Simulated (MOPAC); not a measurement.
Input for MOPAC: PM6 on H4P2 (SMILES PP), a point of a bond scan (R = 3.938 Å).

```
PM6 1SCF PRECISE CHARGE=0 THREADS=1
H4P2

P     -0.98931421 1    -0.53589241 1     0.00725596 1
P      2.47328553 1     1.33973102 1    -0.01813990 1
H     -1.52762971 1     0.25159167 1    -1.04540375 1
H     -1.54504892 1     0.31148207 1     1.00280738 1
H      3.02902023 1     0.49235654 1    -1.01369132 1
H      3.01160103 1     0.55224695 1     1.03451981 1
```

Program output:

```
*******************************************************************************
 **                                                                           **
 **                              MOPAC v23.2.5                                **
 **                                                                           **
 *******************************************************************************
 ** MOPAC's Digital Object Identifier: https://doi.org/10.5281/zenodo.6511958 **
 **                                                                           **
 ** Please cite the open-source release paper for use of this MOPAC version:  **
 ** J. E. Moussa and J. J. P. Stewart (2026)                                  **
 ** MOPAC: An open-source semiempirical molecular orbital program             **
 ** J. Open Source Softw., 11(119), 8025, https://doi.org/10.21105/joss.08025 **
 *******************************************************************************

                              PM6 CALCULATION RESULTS

 *******************************************************************************
 *  PM6        - The PM6 Hamiltonian to be used
 *
 *
 *
 *                 CHARGE ON SYSTEM = 0
 *
 *
 *
 *  PRECISE    - TIGHTER CRITERIA TO BE USED
 *  1SCF       - DO 1 SCF AND THEN STOP
 *  THREADS=1  - MULTI-THREADING NOT USED
 *  T=         - A TIME OF 172800.0 SECONDS REQUESTED
 *  DUMP=N     - RESTART FILE WRITTEN EVERY 7200.0 SECONDS REQUESTED
 *******************************************************************************
PM6 1SCF PRECISE CHARGE=0 THREADS=1
 H4P2

   ATOM   CHEMICAL          X               Y               Z
  NUMBER   SYMBOL      (ANGSTROMS)     (ANGSTROMS)     (ANGSTROMS)

     1       P         -0.98931421  *  -0.53589241  *   0.00725596  *
     2       P          2.47328553  *   1.33973102  *  -0.01813990  *
     3       H         -1.52762971  *   0.25159167  *  -1.04540375  *
     4       H         -1.54504892  *   0.31148207  *   1.00280738  *
     5       H          3.02902023  *   0.49235654  *  -1.01369132  *
     6       H          3.01160103  *   0.55224695  *   1.03451981  *



          CARTESIAN COORDINATES

    NO.       ATOM           X           Y           Z

     1         P         -0.9893     -0.5359      0.0073
     2         P          2.4733      1.3397     -0.0181
     3         H         -1.5276      0.2516     -1.0454
     4         H         -1.5450      0.3115      1.0028
     5         H          3.0290      0.4924     -1.0137
     6         H          3.0116      0.5522      1.0345

 General Reference for PM6:
 "Optimization of Parameters for Semiempirical Methods V: Modification of NDDO Approximations
 and Application to 70 Elements", J. J. P. Stewart, J. Mol. Mod., 13, 1173-1213 (2007)
 URL: https://link.springer.com/article/10.1007/s00894-007-0233-4

           Empirical Formula: H4 P2  =     6 atoms



      MOLECULAR POINT GROUP   :   C2h


      RHF CALCULATION, NO. OF DOUBLY OCCUPIED LEVELS = 7


 -------------------------------------------------------------------------------
 PM6 1SCF PRECISE CHARGE=0 THREADS=1
 H4P2



     1SCF WAS SPECIFIED, SO BFGS WAS NOT USED
     SCF FIELD WAS ACHIEVED


                              PM6 CALCULATION
                                                       MOPAC v23.2.5 Linux




          FINAL HEAT OF FORMATION =        116.08687 KCAL/MOL =     485.70744 KJ/MOL


          COSMO AREA              =        111.22 SQUARE ANGSTROMS
          COSMO VOLUME            =         89.63 CUBIC ANGSTROMS

          IONIZATION POTENTIAL    =          7.068861 EV
          HOMO LUMO ENERGIES (EV) =         -7.069 -2.915
          NO. OF FILLED LEVELS    =          7
          MOLECULAR WEIGHT        =         65.9791         POINT GROUP:  C2h

          MOLECULAR DIMENSIONS (Angstroms)

            Atom       Atom       Distance
            H     6    H     3     5.00211
            H     5    H     4     3.73865
            P     1    P     2     1.69105


          SCF CALCULATIONS        =          1





   ATOM   CHEMICAL          X               Y               Z
  NUMBER   SYMBOL      (ANGSTROMS)     (ANGSTROMS)     (ANGSTROMS)

     1       P         -0.98931421  *  -0.53589241  *   0.00725596  *
     2       P          2.47328553  *   1.33973102  *  -0.01813990  *
     3       H         -1.52762971  *   0.25159167  *  -1.04540375  *
     4       H         -1.54504892  *   0.31148207  *   1.00280738  *
     5       H          3.02902023  *   0.49235654  *  -1.01369132  *
     6       H          3.01160103  *   0.55224695  *   1.03451981  *

                             CARTESIAN COORDINATES

   1    P       -0.989314210    -0.535892410     0.007255960
   2    P        2.473285530     1.339731020    -0.018139900
   3    H       -1.527629710     0.251591670    -1.045403750
   4    H       -1.545048920     0.311482070     1.002807380
   5    H        3.029020230     0.492356540    -1.013691320
   6    H        3.011601030     0.552246950     1.034519810


           Empirical Formula: H4 P2  =     6 atoms



      MOLECULAR POINT GROUP   :   C2h


                  EIGENVALUES
 -20.76067 -20.72625 -14.02892 -13.97474 -10.87266 -10.83725  -7.06886  -2.91496
   4.00237   4.01155   4.81694   4.81755 135.01889 135.45271 135.57859 137.28716
 137.80795 138.07530 138.58155 139.54039 139.66644 140.38330


              NET ATOMIC CHARGES AND DIPOLE CONTRIBUTIONS

  ATOM NO.   TYPE          CHARGE      No. of ELECS.   s-Pop       p-Pop       d-Pop
    1          P          -0.034380        5.0344     1.75163     3.27605     0.00670
    2          P          -0.034380        5.0344     1.75163     3.27605     0.00670
    3          H           0.017190        0.9828     0.98281
    4          H           0.017190        0.9828     0.98281
    5          H           0.017190        0.9828     0.98281
    6          H           0.017190        0.9828     0.98281
 DIPOLE           X         Y         Z       TOTAL
 POINT-CHG.    -0.000     0.000    -0.000     0.000
 HYBRID         0.000    -0.000     0.000     0.000
 SUM           -0.000    -0.000     0.000     0.000


          ATOMIC ORBITAL ELECTRON POPULATIONS

     Atom    s        px        py        pz      x^2-y^2     xz        z^2       yz        xy
    1  P   1.75163   1.04117   1.23819   0.99669   0.00022   0.00151   0.00049   0.00338   0.00110
    2  P   1.75163   1.04117   1.23819   0.99669   0.00022   0.00151   0.00049   0.00338   0.00110
    3  H   0.98281
    4  H   0.98281
    5  H   0.98281
    6  H   0.98281

 **********************
 *                    *
 * JOB ENDED NORMALLY *
 *                    *
 **********************




 == MOPAC DONE ==
```

The run finished.

Cost: about 0.05 core-seconds (a rough figure).
